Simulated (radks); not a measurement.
Task: Species: the chlorine ion Cl+. Configuration: [Ne] 3s2 3p4. All-electron calculation, scalar-relativistic Kohn-Sham, PBE, spin-polarised, spherical densities, point nucleus; open shells are filled with parallel spins first; hard spherical wall at 2.5 bohr. Program: a radial shooting solver on a logarithmic mesh with Libxc functionals. Some entries of the table are withheld. Estimate them.

orbital,occ.,eigenvalue (hartree),<r^2> (bohr^2),<r> (bohr)
1s up,1,-100.7603,0.01114,0.09099
1s down,1,-100.7407,0.01114,0.09098
2s up,1,-9.05811,0.2371,0.4463
2s down,1,-9.04107,0.2368,0.4462
2p up,3,-6.80621,0.2100,0.4099
2p down,3,-6.78136,0.2097,0.4098
3s up,1,-0.66422,1.865,1.299
3s down,1,-0.55967,1.866,1.299
3p up,3,-0.10664,(1),1.328
3p down,1,-0.00294,(2),1.328
3d up,0,0.71582,1.971,1.341
3d down,0,0.81300,1.966,1.338
4s up,0,2.83397,2.504,1.463
4s down,0,2.90596,2.504,1.462
4p up,0,3.23198,(3),1.419
4p down,0,3.30273,(4),1.418

Result: 
(1) 3p up <r^2> (bohr^2): 1.954
(2) 3p down <r^2> (bohr^2): 1.957
(3) 4p up <r^2> (bohr^2): 2.404
(4) 4p down <r^2> (bohr^2): 2.402
